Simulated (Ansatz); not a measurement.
`CC[SiH2][SiH3]` → disilane + ethylene at 400 K and 1 bar (β-hydride elimination).

Isolated molecules relaxed with PBE0-D4/def2-TZVP in Ansatz; ΔE leaves out vibrations. CCSD(T)/CBS is the MP2 limit (def2-TZVPP, def2-QZVPP) plus CCSD(T) − MP2 in def2-TZVPP, frozen cores. This one scheme is used for every species. One conformer a species, not always the lowest.

```tsv
species	CCSD(T)/CBS energy (Eh)	H − E (kJ/mol)	S (J/(mol·K))
`CC[SiH2][SiH3]`	-660.27614	318.3	402.2
`[SiH3][SiH3]`	-581.74359	152.8	300.2
`C=C`	-78.48111	149.4	232.7
```

H − E and S are ideal-gas, rigid-rotor, harmonic terms from PBE0-D4/def2-TZVP, for one conformer and one mirror image of each species. 1 Eh = 2625.50 kJ/mol, R = 8.31446 J/(mol·K).

Q: By hand: ΔE, ΔH, ΔS and ΔG.

A: ΔE = (-581.74359) + (-78.48111) − (-660.27614) = 0.05144 Eh = 135.1 kJ/mol. Δ(H − E) = 152.8 + 149.4 − 318.3 = -16.1, so ΔH = 119.0 kJ/mol. ΔS = 300.2 + 232.7 − 402.2 = 130.7 J/(mol·K). ΔG = 119.0 − 400 × (130.7)/1000 = 66.7 kJ/mol.

Q: By hand: the equilibrium constant, and the temperature at which ΔG would vanish if ΔH and ΔS stayed fixed.

A: log₁₀ K = −ΔG/(RT ln 10) = -8.7. ΔG = 0 at ΔH/ΔS = 910 K.

The number of gas molecules changes by +1, which sets the sign of ΔS. A doubt of 5 kJ/mol in ΔE shifts log₁₀ K by 0.7 here. Other conformers and mirror images would add mixing entropy, several J/(mol·K) or more a flexible species. Modes under 60 cm⁻¹, often nearly free rotors, make the harmonic entropy too high. These are equilibria of isolated gas molecules and say nothing of rates. Largest T1 diagnostic: 0.013 (customary marks: 0.02 for closed shells, 0.045 for open ones).
